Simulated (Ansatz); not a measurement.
Geometry optimisation, RKS B3LYP-D4/def2-SVP (Ansatz).

Input:

```yaml
crystal:
  periodic: [false, false, false]
  atoms:
    - { symbol: Ge, position_ang: [-0.568578, -0.123357, -0.335171] }
    - { symbol: H, position_ang: [0.091966, 0.235335, 2.320182] }
    - { symbol: H, position_ang: [0.799468, -0.05127, 0.368633] }
    - { symbol: F, position_ang: [-0.626071, 1.276789, -1.395546] }
    - { symbol: H, position_ang: [-0.624234, -1.343259, -1.280478] }
    - { symbol: P, position_ang: [-2.367749, 0.101557, 1.060266] }
    - { symbol: H, position_ang: [-3.27804, -0.382981, 0.066916] }
    - { symbol: H, position_ang: [-2.173352, -1.196408, 1.627804] }
    - { symbol: H, position_ang: [-0.424111, 0.306894, 2.815094] }
basis:
  gaussian: { orbitals: def2-SVP }
hamiltonian:
  xc: b3lyp
  dispersion: d4
relax:
  f_tol: 0.03
  max_steps: 50
```

Launched with:

```bash
$ ansatz run input.yaml --threads 2 --pin off --max-ram 3072MiB --backend cpu --events-out ev --progress --plain --runs-dir out
```

Q: Where does it end, and by what steps?

A: The forces met the threshold. The force dipped under the threshold on the way, but the program's further checks kept it going. After 24 steps the energy has fallen by 0.185 eV; H2 moved furthest, 0.97 Å.

```
step  energy less start (eV)  largest force component (eV/Å)  accepted
   0                  0.0000                           1.288       yes
   1                 -0.1283                           0.147       yes
   2                 -0.1647                           0.092       yes
   3                 -0.1687                           0.187       yes
   4                 -0.1785                           0.089       yes
   5                 -0.1821                           0.116       yes
   6                 -0.1831                           0.014       yes
   7                 -0.1802                           0.371        no
   8                 -0.1834                           0.059       yes
   9                 -0.1835                           0.058       yes
  10                 -0.1838                           0.050       yes
  11                 -0.1840                           0.053       yes
  12                 -0.1842                           0.075       yes
  13                 -0.1845                           0.068       yes
  14                 -0.1846                           0.036       yes
  15                 -0.1847                           0.032       yes
  16                 -0.1849                           0.038       yes
  17                 -0.1850                           0.048       yes
  18                 -0.1850                           0.046       yes
  19                 -0.1851                           0.034       yes
  20                 -0.1850                           0.034        no
  21                 -0.1852                           0.013       yes
  22                 -0.1850                           0.039        no
  23                 -0.1852                           0.015       yes
  24                 -0.1853                           0.011       yes
```

```xyz
9
Properties=species:S:1:pos:R:3
Ge -0.638 -0.202 -0.546
H 0.410 0.470 3.204
H 0.696 -0.416 0.195
F -0.529 1.367 -1.323
H -0.827 -1.216 -1.695
P -2.412 -0.061 0.968
H -3.390 -0.444 -0.002
H -2.196 -1.408 1.406
H -0.286 0.733 3.041
```

Run time: 50 s on 2 threads of Arm Neoverse V1 (shared host), peak memory 0.19 GiB.
